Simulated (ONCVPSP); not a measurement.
## Building the ONCV potential for Zn (Z = 30) (LDA (Perdew-Zunger), scalar-relativistic).

```
Element                 : zinc (Zn)
Generator               : ONCVPSP 4.0.1
Type                    : optimised norm-conserving Vanderbilt (ONCV)
Functional              : LDA (Perdew-Zunger)
Relativity              : scalar-relativistic
Frozen core             : [Ar] 3d10
Valence charge          : 2
Reference configuration : 4s1 4p1
Partial waves           : 4s: rc 2.10 bohr, ncon 3, nbas 7, qcut 2.9 1/bohr, 2 projectors, debl 1 Ha; 4p: rc 2.20 bohr, ncon 5, nbas 8, qcut 4 1/bohr, 2 projectors, debl 2.9 Ha
Local potential         : polynomial inside 1.35 bohr (lpopt 5, dvloc0 1 Ha)
Core correction         : Teter function, fcfact 3.8, rcfact 1.55
```

- Cutoffs needed: 6.8 Ha and 30 Ha (the cutoffs (Ha) at which the residual kinetic energy of the hardest occupied pseudo-wave falls to 1 and 0.1 mHa per electron)
- Ghost test: no bound ghost flagged; GHOST(+) flagged for s at 70.3 eV
- Largest excitation error: -87 meV (all-electron minus pseudo) for 4s0 4p1, out of 4 test configurations
- rms error of d²Exc/dni dnj: 15.75 mHa without and 1.90 mHa with the model core
